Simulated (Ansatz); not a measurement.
System: HBOF, charge 0, doublet. HBOF (SMILES [O]BF, doublet).
B3LYP-D3(BJ)/def2-TZVP minimum from Ansatz (an electronic-structure program):
```xyz
4

B     -0.3548     0.0593    -0.1697
H     -1.4301     0.2698    -0.6753
F      0.3283     1.0031     0.4588
O      0.0312    -1.1993    -0.3257
```
Charge 0, spin multiplicity 2.

Property: atomisation energy (electronic, to ground-state atoms), in kcal/mol. Open shells are spin-unrestricted; no spin-orbit coupling. CBS(X,Y): correlation extrapolated as X^-3, Hartree-Fock from the larger set (Q,5: extrapolated as (X+1)exp(-9√X)). A bracket is a step between two methods taken in the basis named. Functionals run without relativity, which enters their misses. Double hybrids freeze cores in their MP2 part. '+ core + X2C': CCSD(T) terms for core correlation (cc-pwCVTZ) and scalar relativity (cc-pVTZ-DK). Where a partner has so few electrons that a lower coupled-cluster level is exact, that level stands in.

CCSD(T)/CBS(cc-pVQZ,cc-pV5Z) + [CCSDT(Q) - CCSD(T)]/cc-pVTZ + core + X2C (Ansatz) gives 375.5 kcal/mol.

### Question
How far off this value is PBE/def2-TZVPD (Ansatz), in which direction, and which of these levels come nearer: r2SCAN/def2-TZVPD, B3LYP/def2-TZVPD, PBE0/def2-TZVPD, B2PLYP/def2-TZVPD, CCSD(T)/CBS(cc-pVQZ,cc-pV5Z) + core + X2C?

### Answer
PBE gives 390.5 kcal/mol, 15.0 kcal/mol above it. Differences of the others: r2SCAN/def2-TZVPD (Ansatz) 8.2; B3LYP/def2-TZVPD (Ansatz) 2.2; PBE0/def2-TZVPD (Ansatz) 1.2; B2PLYP/def2-TZVPD (Ansatz) -0.8; CCSD(T)/CBS(cc-pVQZ,cc-pV5Z) + core + X2C (Ansatz) -0.4 kcal/mol. Nearer than PBE: r2SCAN/def2-TZVPD, B3LYP/def2-TZVPD, PBE0/def2-TZVPD, B2PLYP/def2-TZVPD, CCSD(T)/CBS(cc-pVQZ,cc-pV5Z) + core + X2C.
